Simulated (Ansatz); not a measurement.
Reaction (ligand exchange at the Si–C bond): `F/C(S)=C\[SiH3]` + `[OH][In]([OH])[SH]` → `[OH][In]([SH])[O][SiH3]` + `C=C(F)S`

Gas-phase electronic energies from Ansatz, PBE0-D4/def2-TZVP geometries. CCSD(T)/CBS adds triple-zeta CCSD(T) − MP2 to the extrapolated MP2 energy (def2 sets, frozen cores). DFT in def2-TZVPP. Elements past krypton have def2 core potentials. For In outer-core shells are correlated without core-valence functions, which leaves a few kJ/mol of doubt a bond. Each species was taken in one conformer, which may not be the lowest.

Task: Is it downhill or uphill in electronic energy at CCSD(T)/CBS, and by how much? (Estimate.)

Result: Ansatz gave: Downhill: ΔE = -95.2 kJ/mol.

Task: What do these levels give: r2SCAN-D4, r2SCANh-D4, PBE0, r2SCAN0, LC-ωPBE, CCSD/def2-SVP? (Best estimate.)

Result: Computed: r2SCAN-D4 -88.2, r2SCANh-D4 -90.0, PBE0 -83.0, r2SCAN0 -92.3, LC-ωPBE -87.9, CCSD/def2-SVP -92.1 kJ/mol.

Largest T1 diagnostic among the species: 0.016.

From PBE to PBE0 (25 % exact exchange), in def2-TZVPP and without D4, ΔE moves by −7.9 kJ/mol. In def2-TZVPP, CCSD(T) changes the Hartree–Fock value by +19.7 kJ/mol (the triples alone add +3.3 kJ/mol) and MP2 by +20.4 kJ/mol.
